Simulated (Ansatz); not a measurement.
Relaxation of GaH₅N₂ (8 atoms, charge 0, multiplicity 1), to a largest force component of 0.02 eV/Å in at most 40 steps.

Theory: Ansatz 0.2.0, RHF/def2-TZVP.

```xyz
8
Properties=species:S:1:pos:R:3
Ga 0.000 0.000 0.000
N 0.000 0.000 1.930
H -0.877 -0.271 2.460
H 0.877 0.271 2.460
N 1.671 0.000 -0.965
H 2.138 -0.918 -1.217
H 2.123 0.918 -1.243
H -1.360 0.000 -0.785
```

Problem. Where does it end, and by what steps?

Solution. The forces met the threshold. After 11 steps the energy has fallen by 1.127 eV; H6 moved furthest, 1.16 Å.

```tsv
step	energy less start (eV)	largest force component (eV/Å)	accepted
0	0.0000	2.869	yes
1	-0.6968	1.262	yes
2	-0.7640	0.571	yes
3	-0.8031	0.613	yes
4	-0.8186	0.691	yes
5	-0.8802	0.636	yes
6	-0.9473	0.729	yes
7	-1.0314	0.418	yes
8	-1.0899	0.350	yes
9	-1.1142	0.346	yes
10	-1.1270	0.030	yes
11	-1.1274	0.018	yes
```

```xyz
8
Properties=species:S:1:pos:R:3
Ga 0.016 0.109 0.014
N 0.036 -0.132 1.820
H -0.780 -0.124 2.385
H 0.850 -0.303 2.362
N 1.603 0.041 -0.877
H 2.487 -0.117 -0.454
H 1.688 0.159 -1.859
H -1.328 0.366 -0.750
```

Time of the run: 15 s on 2 threads of Arm Neoverse V2, with other jobs on the host, peak memory 0.28 GiB.
